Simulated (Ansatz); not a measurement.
Reaction (SMILES): N#P (N-P) → N atom + P atom
B3LYP-D3(BJ)/def2-TZVP geometries, fixed; electronic energies without zero-point terms.
Largest species:
```xyz
2

N      0.0000     0.0000    -1.0110
P      0.0000     0.0000     0.4718
```

Energies in hartree at r2SCAN with Ansatz (a first-principles code); the atomisation energy is their sum with the coefficients shown, times 627.509 kcal/mol a hartree. All functions are spherical. The program fits the integrals of some runs and decomposes those of others, by size. Open shells are unrestricted. No added dispersion term, no relativity.

| species | coefficient | part | cc-pV(D+d)Z | cc-pV(T+d)Z | cc-pV(Q+d)Z |
|---|---|---|---|---|---|
| N#P (N-P) | -1 | r2SCAN | -396.01296 | -396.04245 | -396.05030 |
| N atom | +1 | r2SCAN | -54.56784 | -54.57901 | -54.58236 |
| P atom | +1 | r2SCAN | -341.23524 | -341.24314 | -341.24623 |

Question: Predict the atomisation energy in cc-pV(5+d)Z (X = 5): let each r2SCAN step shrink by the ratio of the last two. Compare with the run.

Answer: 
- N#P (N-P): steps -0.02949 and -0.00785, ratio 0.266, so r2SCAN -396.05239 (run: -396.05395).
- N atom: steps -0.01117 and -0.00335, ratio 0.300, so r2SCAN -54.58337 (run: -54.58343).
- P atom: steps -0.00790 and -0.00309, ratio 0.391, so r2SCAN -341.24744 (run: -341.24832).
Predicted 139.04 kcal/mol; the run in cc-pV(5+d)Z gives 139.43, a miss of -0.39. Keeping the value in cc-pV(Q+d)Z, 139.13, would miss by -0.31. All sums are of the energies as printed.
